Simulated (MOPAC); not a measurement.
Input for MOPAC: PM7 on BW, 2S+1 = 6, a spin state set in the input, which need not be the lowest, a point of a bond scan (R = 2.018 Å).

```
PM7 1SCF PRECISE CHARGE=0 UHF MS=2.5 THREADS=1
BW

W      0.00000000 1     0.00000000 1     0.00000000 1
B      0.00000000 1     0.00000000 1     2.01792200 1
```

The log:

```
*******************************************************************************
 **                                                                           **
 **                              MOPAC v23.2.5                                **
 **                                                                           **
 *******************************************************************************
 ** MOPAC's Digital Object Identifier: https://doi.org/10.5281/zenodo.6511958 **
 **                                                                           **
 ** Please cite the open-source release paper for use of this MOPAC version:  **
 ** J. E. Moussa and J. J. P. Stewart (2026)                                  **
 ** MOPAC: An open-source semiempirical molecular orbital program             **
 ** J. Open Source Softw., 11(119), 8025, https://doi.org/10.21105/joss.08025 **
 *******************************************************************************

                              PM7 CALCULATION RESULTS

 *******************************************************************************
 *  PM7        - The PM7 Hamiltonian to be used
 *  UHF        - UNRESTRICTED HARTREE-FOCK CALCULATION
 *
 *
 *
 *                 CHARGE ON SYSTEM = 0
 *
 *
 *
 *  MS=        - IN MECI, MAGNETIC COMPONENT OF SPIN =  2.5
 *  PRECISE    - TIGHTER CRITERIA TO BE USED
 *  1SCF       - DO 1 SCF AND THEN STOP
 *  THREADS=1  - MULTI-THREADING NOT USED
 *  T=         - A TIME OF 172800.0 SECONDS REQUESTED
 *  DUMP=N     - RESTART FILE WRITTEN EVERY 7200.0 SECONDS REQUESTED
 *******************************************************************************
PM7 1SCF PRECISE CHARGE=0 UHF MS=2.5 THREADS=1
 BW

   ATOM   CHEMICAL          X               Y               Z
  NUMBER   SYMBOL      (ANGSTROMS)     (ANGSTROMS)     (ANGSTROMS)

     1       W          0.00000000  *   0.00000000  *   0.00000000  *
     2       B          0.00000000  *   0.00000000  *   2.01792200  *



          CARTESIAN COORDINATES

    NO.       ATOM           X           Y           Z

     1         W          0.0000      0.0000      0.0000
     2         B          0.0000      0.0000      2.0179

 General Reference for PM7:
 "Optimization of Parameters for Semiempirical Methods VI: More Modifications to the
 NDDO Approximations and Re-optimization of Parameters", J. J. P. Stewart, J. Mol. Mod., 1:32, 19 (2013)
 https://link.springer.com/article/10.1007/s00894-012-1667-x

           Empirical Formula: W B  =     2 atoms



      MOLECULAR POINT GROUP   :   C*v


          UHF CALCULATION, NO. OF ALPHA ELECTRONS =    7
                           NO. OF BETA  ELECTRONS =    2

 -------------------------------------------------------------------------------
 PM7 1SCF PRECISE CHARGE=0 UHF MS=2.5 THREADS=1
 BW



     1SCF WAS SPECIFIED, SO BFGS WAS NOT USED
     SCF FIELD WAS ACHIEVED


                              PM7 CALCULATION
                                                       MOPAC v23.2.5 Linux




          FINAL HEAT OF FORMATION =        330.45582 KCAL/MOL =    1382.62715 KJ/MOL


          COSMO AREA              =         98.78 SQUARE ANGSTROMS
          COSMO VOLUME            =         87.99 CUBIC ANGSTROMS

          IONIZATION POTENTIAL    =          8.212913 EV
          ALPHA SOMO LUMO (EV)    =         -8.213 -1.482
          BETA  SOMO LUMO (EV)    =         -9.452 -1.404
          NO. OF ALPHA ELECTRONS  =          7
          NO. OF BETA  ELECTRONS  =          2
          MOLECULAR WEIGHT        =        194.6600         POINT GROUP:  C*v

          MOLECULAR DIMENSIONS (Angstroms)

            Atom       Atom       Distance
            B     2    W     1     2.01792
            B     2    W     1     0.00000
            W     1    B     2     0.00000


          SCF CALCULATIONS        =          1





   ATOM   CHEMICAL          X               Y               Z
  NUMBER   SYMBOL      (ANGSTROMS)     (ANGSTROMS)     (ANGSTROMS)

     1       W          0.00000000  *   0.00000000  *   0.00000000  *
     2       B          0.00000000  *   0.00000000  *   2.01792200  *

                             CARTESIAN COORDINATES

   1    W        0.000000000     0.000000000     0.000000000
   2    B        0.000000000     0.000000000     2.017922000


           Empirical Formula: W B  =     2 atoms



      MOLECULAR POINT GROUP   :   C*v


          ALPHA EIGENVALUES
 -16.91691  -9.62938  -8.83150  -8.81389  -8.37970  -8.23334  -8.21291  -1.48194
   1.09864   3.48475   3.53699   4.50229  11.80562


           BETA EIGENVALUES
 -15.74747  -9.45247  -1.40444   2.05197   3.80487   3.81646   3.91646   4.13365
   4.31462   7.87028   8.01323   8.07612  13.96512


              NET ATOMIC CHARGES AND DIPOLE CONTRIBUTIONS

  ATOM NO.   TYPE          CHARGE      No. of ELECS.   s-Pop       p-Pop       d-Pop
    1          W           0.452697        5.5473     0.60938     0.08916     4.84876
    2          B          -0.452697        3.4527     0.27153     3.18117
 DIPOLE           X         Y         Z       TOTAL
 POINT-CHG.     0.000     0.000    -4.388     4.388
 HYBRID         0.000     0.000     3.856     3.856
 SUM            0.000     0.000    -0.532     0.532


          ATOMIC ORBITAL ELECTRON POPULATIONS

     Atom    s        px        py        pz      x^2-y^2     xz        z^2       yz        xy
    1  W   0.60938   0.04671   0.00062   0.04184   0.99911   0.97689   0.98121   0.89155   1.00000
    2  B   0.27153   1.97641   0.10783   1.09693


                    (SZ)    =    2.500000
                    (S**2)  =    8.758466


          ATOMIC ORBITAL SPIN POPULATIONS

    Atom   Total    s     px     py     pz   x^2-y^2  xz     z^2    yz     xy
         Atomic
    1  W  4.9596  0.080  0.037  0.001  0.012  0.999  0.968  0.972  0.892  1.000
    2  B  0.0404  0.003 -0.005  0.108 -0.066

 **********************
 *                    *
 * JOB ENDED NORMALLY *
 *                    *
 **********************




 == MOPAC DONE ==
```

The run finished.

Cost: around 0.020 core-seconds (rough).
